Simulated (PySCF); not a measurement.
Compound: C₅H₁₁B.
Numbering: `[BH2:1][CH:2]1[CH2:3][CH2:4][CH2:5][CH2:6]1` (hydrogens: H7, H8 on B1; H9 on C2; H10, H11 on C3; H12, H13 on C4; H14, H15 on C5; H16, H17 on C6)

Geometry (PBE0-D3(BJ)/def2-SVP, Å), atoms numbered from 1 in this order:
```
atom  x, y, z in Å
B1     2.1605   -0.4769    0.3645
C2     0.6117   -0.4754    0.3679
C3    -0.1787   -1.5225   -0.4257
C4    -1.6555   -1.1045   -0.2931
C5    -1.6437    0.3698    0.1781
C6    -0.1781    0.8127    0.1228
H7     2.7770   -1.5040    0.1796
H8     2.7780    0.5264    0.6499
H9     0.5097   -0.7267    1.4602
H10    0.0139   -2.5512   -0.0864
H11    0.1334   -1.4774   -1.4825
H12   -2.1943   -1.2288   -1.2445
H13   -2.1769   -1.7383    0.4406
H14   -2.3020    1.0133   -0.4248
H15   -2.0082    0.4357    1.2160
H16    0.0635    1.6132    0.8381
H17    0.0671    1.1973   -0.8825
```

Level of theory: PySCF 2.14.0, PBE0-D3(BJ)/def2-SVP geometry optimisation, gas phase.

Masses are those of the commonest isotopes; rigid-rotor values at the optimised geometry. The values belong to one conformer with, in the numbering `[BH2:1][CH:2]1[CH2:3][CH2:4][CH2:5][CH2:6]1`, H–B1–C2–C3 -27° and 159°, B1–C2–C3–C4 -174°, C2–C3–C4–C5 17°, C3–C4–C5–C6 7°, C4–C5–C6–C2 -29°.

Give the principal moments of inertia and the rotational constants in MHz.

Ia = 79.81, Ib = 166.83, Ic = 226.00 u·Å²; 505379 MHz·u·Å²/I gives A = 6332, B = 3029, C = 2236 MHz.

Classify the top.

An asymmetric top: κ = (2 × 3029 − 6332 − 2236)/(6332 − 2236) = -0.61.

What does the inertial defect say?

Not planar: Δ = Ic − Ia − Ib = -20.64 u·Å². For a rigid frame Δ = −2 Σ m c², so Σ m c² = 10.32 u·Å² lies off the ab plane: 8.51 from hydrogen and 1.81 from heavier atoms. The atom farthest from that plane is 1.35 Å away.

Give the other two planar moments, Paa and Pbb, and the rms extents of the mass along the axes.

Paa = Σ m a² = (Ib + Ic − Ia)/2 = 156.51 and Pbb = Σ m b² = (Ia + Ic − Ib)/2 = 69.49 u·Å². With the mass M = 82.10 u, the rms extents √(P/M) along a, b and c are 1.38, 0.92, 0.35 Å.

Which lines would a microwave search look for?

The dipole components are |μa| = 0.71 D, |μb| = 0.01 D, |μc| = 0.20 D. Intensities carry the squares of the components, which stand as 1.00 : 0.00 : 0.08 (a : b : c). Some lines, for components of 0.1 D or more:

```csv
type,branch,"J(Ka,Kc)",MHz,lower level (cm⁻¹)
a,Q,"1(1,0) ← 1(1,1)",793,0.286
a,Q,"2(1,1) ← 2(1,2)",2380,0.611
a,Q,"3(1,2) ← 3(1,3)",4746,1.095
c,R,"1(1,0) ← 0(0,0)",9361,0.000
a,R,"2(0,2) ← 1(0,1)",10405,0.176
c,R,"2(1,1) ← 1(0,1)",15420,0.176
a,R,"3(2,1) ← 2(2,0)",16283,1.025
c,Q,"4(3,2) ← 4(2,2)",17168,2.304
a,R,"4(0,4) ← 3(0,3)",19953,1.033
c,Q,"4(4,1) ← 4(3,1)",25613,2.880
c,R,"4(1,3) ← 3(0,3)",28959,1.033
```

Not checked by PBE0-D3(BJ)/def2-SVP frequencies. These are rigid-rotor constants of the computed structure; measured ground-state constants (B0) also hold zero-point vibration. Quadrupole hyperfine structure (11B) is left out.

Rough CPU time on one thread of a shared machine: about 70 s. These figures are those of the optimisation.
